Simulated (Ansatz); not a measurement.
System: Cr, charge 0, septet.

Total energies in def2-SVP, 6 correlated electrons, 9 frozen orbitals. UHF or UKS for unpaired electrons; spin-orbit terms are left out. Cores are frozen in correlated methods (noble-gas shells, and filled d and f shells in the p block). No relativity. Open-shell metal atoms are single determinants of the lowest configuration found, not pure terms.

```
method    program  energy (Eh)  minus CCSDTQ (mEh)
--------  -------  -----------  ------------------
HF         Ansatz  -1043.19707               60.99
MP2        Ansatz  -1043.25141                6.65
CCSD       Ansatz  -1043.25653                1.53
CCSD(T)    Ansatz  -1043.25793                0.13
CCSDT(Q)   Ansatz  -1043.25807               -0.01
CCSDTQ     Ansatz  -1043.25806                0.00
```

Ansatz is a program for electronic structure.
